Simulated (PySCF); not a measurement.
Structure problem from calculated spectra and properties.

Formula: C4H2NO2; charge -1.

- Polarisability: 77.1 au [PBE0/def2-SVPD]
- Rotational structure: rotational constants A, B, C: 9.775, 1.119, 1.050 GHz [GFN2-xTB]
- 1H NMR: chemical shifts (computed TMS as zero) by class: 9.82 (1 H), 7.49 (1 H) ppm [GIAO PBE0/pcSseg-1]
- Triplet: lowest triplet excitation (Tamm–Dancoff): 3.17 eV [TDA PBE0/def2-SVPD]
- 13C NMR: chemical shifts (computed TMS as zero) by class: 160.8 (1 C), 156.2 (1 C), 114.2 (1 C), 74.8 (1 C) ppm [GIAO PBE0/pcSseg-1]
- UV, first state: lowest singlet excitation: 4.12 eV (301 nm, f = 0.180) [TDDFT PBE0/def2-SVPD]

Gas-phase values; electronic properties from PySCF, density fitting. Levels stand in brackets. NMR shifts are as computed; neighbouring signals can stand in another order in a measured spectrum. Isolated species at its GFN2-xTB geometry, gas phase. No diffuse functions stand in pcSseg-1, which bears on an anion's orbital energies. NMR values are class means; diastereotopic atoms form classes of their own.

Question: Propose a structure and show how it fits.

Answer: Numbering: `[H]/[N:1]=[CH:2]\[C:3]#[C:4][C:5](=[O:6])[O-:7]`. 4 carbons fall into 4 classes; from least to most shielded: imine carbon [C2] (160.8 ppm), carboxylate carbon [C5] (156.2 ppm), alkyne carbon [C4] (114.2 ppm), alkyne carbon [C3] (74.8 ppm). Hydrogen classes from least to most shielded: 1 H on an imine nitrogen, N1 (9.82 ppm), 1 H on an imine carbon, C2 (7.49 ppm). By its constants the optimised geometry is an asymmetric top. Structure: `[H]/N=C\C#CC(=O)[O-]`. The assignments are read from this structure; whether some other isomer fits the data as well wasn't checked.
